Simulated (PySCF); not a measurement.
ZrOF₂, SMILES [O]=[Zr]([F])[F], multiplicity 1.

Geometry optimised at B3LYP-D3(BJ)/def2-TZVP. The multiplicity is an assumed one; other spin states were not compared. The def2 effective core potentials stand for the cores of Zr; spin–orbit coupling is left out.

These are PySCF 2.14.0 with TDA-PBE/def2-SVPD values and carry that method's errors.

Vertical excitations. Isolated molecule, no solvent. State labels are in the subgroup Cs.

Computed UV-visible absorptions:
```tsv
state	symmetry	energy (eV)	λ (nm)	f	main pairs
S1	A"	3.41	363	0.002	HOMO→LUMO 100 %
S2	A'	3.62	342	0.000	HOMO−1→LUMO 98 %
S3	A'	4.01	309	0.010	HOMO−2→LUMO 98 %
S4	A'	4.93	251	0.008	HOMO→LUMO+1 97 %
S5	A"	5.04	246	0.001	HOMO−1→LUMO+1 99 %
S6	A"	5.43	228	0.000	HOMO−2→LUMO+1 89 %
S7	A"	5.50	226	0.005	HOMO−3→LUMO 91 %
S8	A"	5.67	219	0.000	HOMO→LUMO+2 96 %
S9	A'	5.81	213	0.009	HOMO−4→LUMO 95 %
S10	A'	5.87	211	0.004	HOMO−1→LUMO+2 93 %
T1	A"	3.33	372	0	HOMO→LUMO 100 %
T2	A'	3.39	366	0	HOMO−1→LUMO 100 %
T3	A'	3.73	333	0	HOMO−2→LUMO 99 %
T4	A'	4.69	264	0	HOMO→LUMO+1 99 %
```
Triplets are in the Tamm–Dancoff approximation.
